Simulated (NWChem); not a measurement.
# A calculation on H₂Ge

```xyz
3

Ge     0.0000     0.0000     0.0664
H     -1.1425     0.0000    -1.0616
H      1.1425     0.0000    -1.0616
```
Charge 0, spin multiplicity 1.

All runs are NWChem calculations. All single points use one geometry, from B3LYP/def2-SVP, a minimum by its harmonic frequencies.

The Hamiltonian is non-relativistic. The correlated methods keep 9 core orbitals frozen. The structure started from a generated list of species. No SCF solution was tested for a lower state. Open-shell Hartree-Fock references start from PBE0 orbitals.

Worked example. At MP2/def2-TZVP the molecule has a total energy of -2076.70775 Ha and the free atoms (multiplicities Ge 3, H 2) H -0.49981, Ge -2075.50314 Ha. The electronic atomisation energy is the atoms' sum less the molecule's energy.

1·(-2075.50314) + 2·(-0.49981) = -2076.50276 Ha for the atoms; less the molecule's energy this leaves 0.20499 Ha, or 128.6 kcal/mol (538 kJ/mol), without zero-point, thermal or spin-orbit terms. For one electron MP2 and coupled cluster equal Hartree-Fock, which gives the hydrogen atom's value.
